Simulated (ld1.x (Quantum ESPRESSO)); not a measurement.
## What one change does to a pseudopotential (phosphorus (P), TM)

* Element: P (Z = 15)
* Generator: ld1.x (Quantum ESPRESSO) 7.5
* Type: norm-conserving Troullier–Martins (Kleinman–Bylander form)
* Functional: PBE
* Relativity: scalar-relativistic
* Frozen core: [Ne]
* Valence charge: 5
* Reference configuration: 3s1.75 3p3.25
* Partial waves: 3s (bound): rc 1.30 bohr; 3p (bound): rc 1.80 bohr; 3d channel at 0.4 Ry: rc 2.00 bohr
* Local potential: the d channel
* Core correction: a·sin(br)/r model core inside 1.35 bohr

Change: wave 3d channel at 0.4 Ry: rc 2.00 bohr becomes 3d channel at 2.2 Ry: rc 2.00 bohr.

Cutoffs: the cutoffs (Ry, on a coarse ladder) from which the occupation-weighted sum of valence levels, in a spherical-Bessel basis at the reference potential, stays within 10 and 1 mRy of its value at 400 Ry; they do not see the model core or the augmentation charge, which bear on the density cutoff. Errors are all-electron minus pseudo energies relative to the spin-unpolarised reference configuration.

Task: What does the change do?

Result: The potential gets softer (35 Ry and 80 Ry → 30 Ry and 80 Ry); of the 7 tests that both files solve, the error grows in 3 and shrinks in 1 by more than 15 % and 0.3 meV (median size 1.2 → 4.0 meV); neither file shows a bound ghost.

```csv
quantity,base,changed
"cutoff, loose",35 Ry,30 Ry
"cutoff, tight",80 Ry,80 Ry
bound ghosts,none,none
"error for 3s2 3p3, meV [ΔE -2.12 eV]",-0.1,0.0
"error for 3s2 3p2, meV [ΔE 7.61 eV]",+1.6,+4.0
"error for 3s2 3p1, meV [ΔE 26.76 eV]",+17,+29
"error for 3s2 3p2.5, meV [ΔE 1.65 eV]",0.0,+0.3
"error for 3s1 3p3, meV [ΔE 16.73 eV]",+1.2,+5.9
"error for 3s2 3p3.3, meV [ΔE -3.43 eV]",+0.2,+0.5
"error for 3s0 3p5, meV [ΔE 15.08 eV]",-6.2,-5.1
s: phases at 2.19 bohr within 0.05 rad from the reference energy up to (Ry; the scan ends near 5),1.8,1.1
p: phases at 2.19 bohr within 0.05 rad from the reference energy up to (Ry; the scan ends near 5),3.7,3.0
d: phases at 2.19 bohr within 0.05 rad from the reference energy up to (Ry; the scan ends near 5),4.3,to the end of the scan
```
